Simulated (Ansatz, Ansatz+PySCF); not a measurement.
| atom | x (Å) | y (Å) | z (Å) |
| --- | --- | --- | --- |
| Mg | 0.0000 | 0.0000 | 0.0000 |
| O | 0.0000 | 0.0000 | 1.9600 |

Basis set: def2-SVP (spherical functions). Frozen core: 2 orbitals. Charge 0, multiplicity 1.

Computed with Ansatz (development build ahead of 0.2.0); each method stands on the lowest determinant of its kind that the runs found. Restricted open shells among the atoms or ions are ROHF, correlated in semicanonical orbitals with singles.

Q: Give the atomization energy at this shape (free ground-state atoms in the same class of orbitals less the molecule, no zero-point energy) of singlet MgO by UHF-MP2, RHF-MP2, RHF, UHF.

A:

| method | atomization energy |
| --- | --- |
| UHF-MP2 | 2.12 eV |
| RHF-MP2 | 2.00 eV |
| RHF | -1.58 eV |
| UHF | 1.18 eV |

Caution for UHF-MP2, RHF-MP2: bonds are stretched, where a single reference can fail. Caution for UHF-MP2, UHF: the unrestricted determinant is a mixture of spin states. Caution for RHF-MP2, RHF: an unrestricted determinant lies well below. Caution for RHF-MP2: other determinants can give a lower correlated total. Caution for RHF: the molecule lies well above its atoms at this level.
